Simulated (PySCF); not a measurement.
# Two-component Hartree-Fock for Sb²⁴⁺ (antimony, charge +24)

Start: [Ar] 3d9; 3d3/2 filled at m_j = -3/2, -1/2, +1/2, +3/2; 3d5/2 filled at m_j = -3/2, -1/2, +1/2, +3/2, +5/2. Calculated with PySCF 2.14 in an uncontracted even-tempered set (17 s from 3.2 bohr⁻², ratio 2.8; 12 p from 4.2 bohr⁻², ratio 2.8; 8 d from 4.2 bohr⁻², ratio 2.8; 3 f from 18 bohr⁻², ratio 3): generalised Hartree-Fock with the X2C-1e Hamiltonian and a Gaussian nucleus; one run each with spin-orbit coupling (SO) switched off, then screened by Boettger's factors.

```json
{"spinor shell": "1s1/2", "electrons": "2", "ε, spin-free (eV)": "-31454.5", "ε, screened SO (eV)": "-31451.7", "weight of nominal j (screened SO)": "1.000", "rms radius, screened SO (bohr)": "0.0325"}
{"spinor shell": "2s1/2", "electrons": "2", "ε, spin-free (eV)": "-5547.1", "ε, screened SO (eV)": "-5546.1", "weight of nominal j (screened SO)": "1.000", "rms radius, screened SO (bohr)": "0.132"}
{"spinor shell": "2p1/2", "electrons": "2", "ε, spin-free (eV)": "-5056.8", "ε, screened SO (eV)": "-5233.7", "weight of nominal j (screened SO)": "1.000", "rms radius, screened SO (bohr)": "0.114"}
{"spinor shell": "2p3/2", "electrons": "4", "ε, spin-free (eV)": "-5056.8", "ε, screened SO (eV)": "-4976.1", "weight of nominal j (screened SO)": "1.000", "rms radius, screened SO (bohr)": "0.120"}
{"spinor shell": "3s1/2", "electrons": "2", "ε, spin-free (eV)": "-1700.8", "ε, screened SO (eV)": "-1700.5", "weight of nominal j (screened SO)": "1.000", "rms radius, screened SO (bohr)": "0.345"}
{"spinor shell": "3p1/2", "electrons": "2", "ε, spin-free (eV)": "-1536.6", "ε, screened SO (eV)": "-1574.0", "weight of nominal j (screened SO)": "0.997", "rms radius, screened SO (bohr)": "0.336"}
{"spinor shell": "3p3/2", "electrons": "4", "ε, spin-free (eV)": "-1536.6", "ε, screened SO (eV)": "-1519.4", "weight of nominal j (screened SO)": "0.999", "rms radius, screened SO (bohr)": "0.346"}
{"spinor shell": "3d3/2", "electrons": "4", "ε, spin-free (eV)": "-1297.6", "ε, screened SO (eV)": "-1304.5", "weight of nominal j (screened SO)": "0.974", "rms radius, screened SO (bohr)": "0.315"}
{"spinor shell": "3d5/2", "electrons": "5", "ε, spin-free (eV)": "-1297.6", "ε, screened SO (eV)": "-1292.6", "weight of nominal j (screened SO)": "0.979", "rms radius, screened SO (bohr)": "0.318"}
```

| quantity | spin-free | screened SO |
| --- | --- | --- |
| E (hartree) | -6192.50654 | -6194.29491 |
| M_J | 5/2 | 5/2 |
| ⟨J²⟩ | 8.750 | 8.750 |
| ⟨L²⟩ | 6.000 | 6.013 |
| ⟨S²⟩ | 0.750 | 0.762 |

Each row is a mean over spinors that exchange with the open shell spreads, by up to 17.505 eV (3p3/2).

Breit and QED terms are absent; they matter most for the inner s and p1/2 levels.

Densities and radii are taken from the X2C orbitals without a picture-change correction, which distorts them close to the nucleus.

Without spin-orbit coupling the j labels of p, d and f shells carry no meaning; the spin-free column gives the mean over the occupied spinors of each nl shell.
